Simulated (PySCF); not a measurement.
In(H)2(Et) (C2H7In), SMILES C[CH2][InH2].

Geometry optimised at PBE-D3(BJ)/def2-SVP. The def2 effective core potentials stand for the cores of In; spin–orbit coupling is left out.

Method: PySCF with B3LYP/def2-TZVPD.

Gas-phase values at a fixed geometry.

```
Item                                                                                                           Result
---------------------------------------------------------------------------------------------  ----------------------
total energy                                                                                       -270.62560 hartree
point group                                                                                                        Cs
highest occupied level                                                                                       -6.88 eV
lowest empty level                                                                                           -1.87 eV
orbital gap                                                                                                   5.01 eV
dipole moment                                                                                                  0.84 D
quadrupole, principal values (traceless, Buckingham form, about the centre of nuclear charge)  -4.49, -3.11, 7.60 D·Å
mean static polarisability                                                                      69.9 bohr³ (10.37 Å³)
polarisability, principal values                                                               52.0, 70.0, 87.9 bohr³
```
